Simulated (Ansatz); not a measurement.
Ansatz (an electronic-structure program) input (MP2/LANL2DZ): The .json file is the Basis Set Exchange's LANL2DZ.

Ansatz 0.2 input:
```yaml
crystal:
  periodic: [false, false, false]
  atoms:
    - {symbol: Cl, position_ang: [-0.00000000, -0.00000000, -1.70646592]}
    - {symbol: I, position_ang: [0.00000000, 0.00000000, 0.54735699]}
basis:
  gaussian:
    orbitals: LANL2DZ.json
total_charge: 1
magnetization: {spin_polarized: true, initial_magnetization: 1}
correlation: {method: mp2, electrons: outside_noble_gas}
```

**Question.** Predict the final energy.

**Answer.** -25.50918 Eh.
